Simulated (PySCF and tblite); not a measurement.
Values are calculated unless marked as measured or tabulated.
**Rearrangement: stationary points, barriers and rates**

System: C₉H₁₁F, numbered as in [CH3:1][C:2]1=[CH:3][CH:4]=[CH:5][CH:6]=[C:7]([CH2:8][F:9])[CH2:10]1.

Motion: shift of H on C10 from C10 to C4. Level: B3LYP/pcSseg-1 + D3(BJ), IEF-PCM chloroform on GFN2-xTB stationary points, with GFN2-xTB thermal terms. Rates follow Eyring's equation with the number of equivalent paths and no tunnelling. Programs: tblite and PySCF.

| point | symmetry | E(GFN2) kcal/mol | E(DFT) kcal/mol | ZPE change kcal/mol | lowest mode cm⁻¹ | dipole D |
| --- | --- | --- | --- | --- | --- | --- |
| start | C1 | 0.0 | 0.0 | 0.00 | 54 | 2.51 |
| saddle | C1 | 31.9 | 40.7 | -3.15 | 1420i | 1.81 |
| end | C1 | 2.8 | 3.5 | -0.09 | 38 | 2.47 |

- Electronic barrier: 40.7 kcal/mol
- Barrier with zero-point energy: 37.6 kcal/mol
- ΔH‡ (298 K): 37.3 kcal/mol
- ΔS‡ (298 K, symmetry apart): -1.6 cal/(mol K)
- Paths: 1 equivalent path
- End point: a different minimum
- Mean lifetime of the start against this motion at 298 K: 2.4×10⁷ years
- Cost: 2.7 min on 1 thread of Arm Neoverse V1, on a host shared with other jobs (rough), peak memory 1.2 GiB, launched as `OMP_NUM_THREADS=1 python ens_run.py task.json out`

| T/K | ΔG‡ kcal/mol | k s⁻¹ | ΔG kcal/mol | k back s⁻¹ |
| --- | --- | --- | --- | --- |
| 400 | 37.9 | 1.6×10⁻⁸ | 3.2 | 8.8×10⁻⁷ |

ΔG and ΔG‡ leave out symmetry numbers and mirror images; rates count paths: 1 out, 1 back.

Tunnelling of the moving H, left out here, will speed the real process. DFT energies on a tight-binding saddle of a bond shift can be off by several kcal/mol.
